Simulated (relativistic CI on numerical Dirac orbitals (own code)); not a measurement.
**d1 to d9 in one octahedral field**

Computed with a parametric ligand-field model without spin-orbit coupling, by exact diagonalisation: B = 520, C = 1990, 10Dq = 29300 cm⁻¹ (Oh; |10Dq|/B = 56.3) for every shell. Energies in cm⁻¹; the field energy is (0.6 n_e − 0.4 n_t2) × 10Dq of the ground term; g labels are left out. So small a B with so large a field is typical of 4d and 5d ions, where spin-orbit coupling, left out here, reaches 1,000 to 4,000 cm⁻¹.

```csv
Shell,Ground term,Electrons in e,Field energy,First spin-allowed bands,Lowest term of other spin
d1,2T2,0.000,-11720,2E 29300,
d2,3T1,0.008,-23199,"3T2 28024, 3T1 34548",1T2 7272
d3,4A2,0.000,-35160,"4T2 29300, 4T1 35151",2E 10106
d4,3T1,0.012,-46520,"3E 27311, 3T1 27788",1T2 6224
d5,2T2,0.024,-57903,"2A2 26521, 2T1 26712",4T1 19485
d6,1A1,0.018,-69807,"1T1 27804, 1T2 35310",3T1 23592
d7,2E,1.012,-52403,"2T1 27689, 2T2 28177",4T1 19397
d8,3A2,2.000,-35160,"3T2 29300, 3T1 35151",1E 8085
d9,2E,3.000,-17580,2T2 29300,
```

Low spin: d4, d5, d6, d7; the other shells keep the spin of the free ion. Only d4 to d7 can choose; the field needed to pair spins is smallest for d6 and largest for d5, which loses most exchange energy. In the strong-field picture 10Dq must exceed about 6B + 5C = 13070 (d4), 7.5B + 5C = 13850 (d5), 2.5B + 4C = 9260 (d6) and 4B + 4C = 10040 (d7); mixing of terms shifts these bounds somewhat.
